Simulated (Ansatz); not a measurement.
Total energies of the cluster Li4⁺ from Ansatz at r2SCAN/def2-TZVP, gas phase (1 Eh = 27.2114 eV = 2625.5 kJ/mol). The reference geometry is relaxed at B3LYP/def2-TZVP.

```xyz
4

Li   -1.013   -0.485    0.804
Li    1.856   -1.677    1.329
Li   -1.858    1.677   -1.326
Li    1.016    0.485   -0.807
```

| state | geometry | energy (Eh) |
| --- | --- | --- |
| charge 1 doublet | reference | -29.84474 |
| charge 0 singlet | reference | -30.00494 |
| charge 1 quartet | relaxed at B3LYP/def2-TZVP | -29.80004 |

Q: Work out the vertical electron affinity, to the singlet.

A: E(charge 1 doublet) − E(charge 0 singlet) = -29.84474 − (-30.00494) = 0.16020 Eh = 4.36 eV.

Q: Which of the charge 1 states is lowest, and how far above it are the others?

A: The doublet. quartet: -29.80004 − (-29.84474) = 0.04470 Eh = 117.4 kJ/mol. The quartet differs in its bonds from the reference.

The structure comes from a short search, and lower isomers may exist.
